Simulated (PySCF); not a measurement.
A ladder of Hamiltonians for Dy⁵⁶⁺ (dysprosium, charge +56)

Occupied: 1s1/2, 2s1/2, 2p1/2, 2p3/2. Hartree-Fock calculated with PySCF 2.14 in an uncontracted even-tempered set (16 s from 12 bohr⁻², ratio 2.7; 13 p from 14 bohr⁻², ratio 2.7), Gaussian nucleus throughout. NR is non-relativistic, sf-X2C the spin-free one-electron X2C Hamiltonian, X2C adds the bare one-electron spin-orbit term, X2C-SNSO screens it by Boettger's factors, DC is four-component Dirac-Coulomb, and the Gaunt and Breit terms are added at first order (total energies over the DC spinors, levels after relaxing the spinors in that mean field). QED terms are absent. Levels marked empty are virtual spinors of this ion.

```tsv
Hamiltonian	E (hartree)	E − E(DC) (hartree)	CPU seconds
NR	-8148.1975	457.2931	0.23
sf-X2C	-8594.7880	10.7026	0.15
X2C	-8602.4679	3.0227	0.16
X2C-SNSO	-8601.9826	3.5079	0.16
DC	-8605.4906	0.0000	10
DC+Gaunt	-8595.7219	9.7686	18
DC+Breit	-8596.5729	8.9176	53
```

Q: Give the 3p spin-orbit interval with each Hamiltonian that has one.

A: X2C 229.3; X2C-SNSO 221.8; DC 222.0; DC+Gaunt 219.4; DC+Breit 219.4 (eV).

```csv
level (eV),NR,sf-X2C,X2C,X2C-SNSO,DC,DC+Gaunt,DC+Breit
1s1/2,-55078.7,-58572.6,-58563.7,-58564.3,-58624.2,-58462.4,-58473.0
2s1/2,-12337.7,-13333.2,-13331.0,-13331.1,-13339.2,-13322.0,-13323.1
2p1/2,-11998.7,-12342.8,-12951.1,-12930.1,-12935.3,-12904.9,-12908.0
2p3/2,-11998.7,-12342.8,-12088.3,-12095.6,-12101.3,-12080.7,-12083.8
3s1/2 (empty),-5094.2,-5410.7,-5410.3,-5410.3,-5412.3,-5407.6,-5408.2
3p1/2 (empty),-4984.9,-5124.1,-5285.2,-5279.7,-5281.0,-5273.1,-5274.2
3p3/2 (empty),-4984.9,-5124.1,-5055.9,-5057.9,-5059.0,-5053.7,-5054.8
```

Weight of the small component: 1s1/2 0.0608, 2s1/2 0.0140, 2p1/2 0.0139, 2p3/2 0.0129, 3s1/2 0.00553, 3p1/2 0.00545, 3p3/2 0.00520.

Koopmans' value for the highest occupied level at DC+Breit: 12083.8 eV, against an ionisation energy of 12081 ± 5 eV (theoretical estimate listed by NIST; NIST Atomic Spectra Database, ionization energies); the former lacks relaxation, correlation, QED and recoil.

The whole ladder took 84 s of wall time on 1 thread of Intel(R) Xeon(R) Platinum 8375C CPU @ 2.90GHz (shared host), launched as `OMP_NUM_THREADS=1 python relrun2.py TASK.json OUT` (a driver that calls PySCF for each Hamiltonian).
